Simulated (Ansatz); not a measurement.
Total energies of Ge(vinyl)3(pyrrolidide) (C₁₀H₁₇GeN) from Ansatz at PBE0-D4/def2-SVP, gas phase (1 Eh = 27.2114 eV = 2625.5 kJ/mol). The reference geometry is relaxed at PBE-D4/def2-SVP.

```xyz
29

Ge   -0.994   -0.053    0.081
C    -2.009    1.456    0.797
C    -1.697    2.037    1.971
H    -2.887    1.814    0.229
H    -0.834    1.690    2.565
H    -2.288    2.871    2.390
C    -0.767    0.156   -1.855
C    -0.935    1.332   -2.493
H    -0.409   -0.715   -2.435
H    -1.286    2.237   -1.964
H    -0.734    1.451   -3.572
C    -1.827   -1.772    0.482
C    -2.383   -2.567   -0.452
H    -1.862   -2.082    1.543
H    -2.386   -2.297   -1.523
H    -2.872   -3.523   -0.193
N     0.635   -0.033    1.005
C     1.479   -1.228    0.979
C     2.481   -1.018   -0.187
C     2.566    0.526   -0.337
C     1.562    1.067    0.719
H     0.872   -2.151    0.880
H     2.037   -1.304    1.944
H     2.088   -1.482   -1.116
H     3.466   -1.486    0.017
H     3.590    0.914   -0.163
H     2.262    0.843   -1.355
H     2.107    1.339    1.655
H     1.022    1.978    0.386
```

| state | geometry | energy (Eh) |
| --- | --- | --- |
| charge 0 singlet | reference | -2521.62367 |
| charge 1 doublet | reference | -2521.34383 |
| free Ge atom (triplet) | – | -2076.39507 |
| free C atom (triplet) | – | -37.76066 |
| free H atom (doublet) | – | -0.50029 |
| free N atom (quartet) | – | -54.47898 |

Question: Work out the vertical ionisation energy to the doublet.

Answer: E(charge 1 doublet) − E(charge 0 singlet) = -2521.34383 − (-2521.62367) = 0.27984 Eh = 7.61 eV. For comparison, −ε of the highest occupied level is 5.98 eV at this level, 1.63 eV less.

Question: What is the binding energy per atom against free atoms?

Answer: Atoms: 1 × (-2076.39507) + 10 × (-37.76066) + 17 × (-0.50029) + 1 × (-54.47898) = -2516.98558 Eh. Binding: -2516.98558 − (-2521.62367) = 4.63809 Eh = 126.21 eV, or 4.35 eV for each of 29 atoms (no zero-point energy, no counterpoise term).
